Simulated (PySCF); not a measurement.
Tm²⁺ (thulium, charge +2) across methods

[Xe] 4f12 6s1, one real determinant (an excited configuration). Computed with PySCF 2.14 in x2c-TZVPPall, with the spin-free X2C one-electron Hamiltonian (Gaussian nucleus).

```
method   E (hartree)  mean ε 4f α (eV)  mean ε 4f β (eV)  mean ε 6s α (eV)  Σ⟨r²⟩ (bohr²)   ⟨S²⟩
  PBE0     -13566.17           -30.982           -29.158           -18.213          44.55  3.751
r2SCAN     -13566.52           -27.781           -26.089           -17.736          44.54  3.751
   PBE     -13566.36           -27.602           -26.014           -17.611          44.55  3.750
   UHF  -13561.67713           -40.248           -37.605           -19.570          44.89  3.752
```

⟨L²⟩ = 24.01 against 30 for a pure H term, so this real determinant mixes terms. Spin-orbit coupling, absent here, splits the open shell strongly.
